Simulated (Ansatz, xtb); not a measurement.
Gas-phase reaction 2 R1 → P1 + 2 P2, each structure at its B3LYP-D3(BJ)/def2-TZVP stationary point, reached from a drawn start (curvature not checked).
R1: CH4 (SMILES C), charge 0, multiplicity 1.
P1: C2H4 (SMILES C=C), charge 0, multiplicity 1.
P2: H2 (SMILES [H][H]), charge 0, multiplicity 1.

P less R. No zero-point or thermal terms.

Frozen-core correlation throughout.

Run with Ansatz (Gaussian basis) for Hartree–Fock, density functionals and correlated methods; xtb for the GFN methods. No computed number here is a measurement.

The comparison value is 243.0 kJ/mol (CCSD(T)/cc-pVQZ). It is a level with limits of its own, not the exact answer.

Task: Order these levels by how close they come to the comparison value for the reaction energy, closest first: B2PLYP/def2-TZVPP, CAM-B3LYP/def2-TZVPP, GFN2-xTB, BHLYP/def2-TZVPP, PBE/def2-TZVPP. Give each level's value less the comparison value.

Result: B2PLYP/def2-TZVPP (2.8 kJ/mol), PBE/def2-TZVPP (5.7 kJ/mol), CAM-B3LYP/def2-TZVPP (12.2 kJ/mol), BHLYP/def2-TZVPP (16.6 kJ/mol), GFN2-xTB (58.5 kJ/mol)

Ansatz is an electronic-structure program.
